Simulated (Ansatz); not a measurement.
Cost and result for the atomization energy of BFH5NOSi, SMILES `NB(F)O[SiH3]` (10 atoms, 9 bonds).

Cartesian coordinates in Å:
```
N -0.707 1.453 0.622
B -1.126 0.119 0.538
F -2.331 -0.205 1.021
O -0.387 -0.886 -0.007
Si 1.081 -1.064 -0.712
H 0.180 1.778 0.284
H -1.286 2.163 1.033
H 1.886 -2.024 0.081
H 1.795 0.242 -0.768
H 0.896 -1.576 -2.091
```

Total charge 0; spin multiplicity 1. Geometry: relaxed with PBE0-D4/def2-TZVP. It is one conformer, not always the lowest. Program: Ansatz. All runs use 4 threads of an Arm Neoverse V2 on a shared host. Times are those of one run each, without the atoms' runs, and a repeat can differ threefold. Electronic energies, without spin–orbit coupling; frozen cores. CCSD(T)/CBS adds CCSD(T) − MP2 in def2-TZVPP to the MP2 limit, and its time is that of the two runs behind it. T1 = 0.011.

CCSD(T)/CBS is a level of theory with its own doubt, some kJ/mol a heavy atom from the limit and from the frozen cores, so smaller differences don't rank the functionals.

```csv
level,functions,wall time,atomization (kJ/mol),difference from CCSD(T)/CBS,per bond
revPBE-D4/def2-TZVPP,236,1.3 s,3859.9,-62.8,-7.0
BLYP-D4/def2-TZVPP,236,1.4 s,3925.6,2.9,0.3
PBE0-D4/def2-TZVPP,236,1.8 s,3893.1,-29.6,-3.3
BHLYP-D4/def2-TZVPP,236,1.9 s,3819.8,-102.9,-11.4
CAM-B3LYP-D4/def2-TZVPP,236,2.2 s,3961.4,38.7,4.3
CCSD(T)/def2-SVP,99,3 s,3679.9,-242.8,-27.0
r2SCAN-D4/def2-TZVPP (with forces),236,3.2 s,3924.9,2.2,0.2
B2PLYP/def2-TZVPP,236,3.3 s,3892.5,-30.2,-3.4
ωB97X-V/def2-TZVPP,236,5.5 s,3934.8,12.1,1.3
B97M-V/def2-TZVPP,236,6 s,3930.9,8.2,0.9
MP2/def2-QZVPP,448,13 s,3965.4,42.7,4.7
CCSD(T)/def2-TZVPP,236,86 s,3813.7,-109.0,-12.1
CCSD(T)/CBS(def2),–,98 s,3922.7,0.0,0.0
```

The D4 term adds +28.5 kJ/mol with B3LYP and +14.9 kJ/mol with PBE0; it sums over pairs of atoms, weighted by their polarisabilities, and B3LYP, whose exchange is more repulsive, gets the larger term. In def2-TZVPP, CCSD(T) changes the Hartree–Fock value by +904.3 kJ/mol (the triples alone add +50.1 kJ/mol) and MP2 by +990.3 kJ/mol; breaking electron pairs costs correlation energy, which Hartree–Fock lacks. Leaving LDA and LC-ωPBE aside and taking each functional with its dispersion term where it has one, the values, not all of them listed here, spread over 145.1 kJ/mol, from BHLYP-D4 to PBE-D4. LDA lies +513.6 kJ/mol from PBE without D4, its usual overbinding.

B3LYP here is the variant with VWN-RPA as its local correlation; programs differ in this.
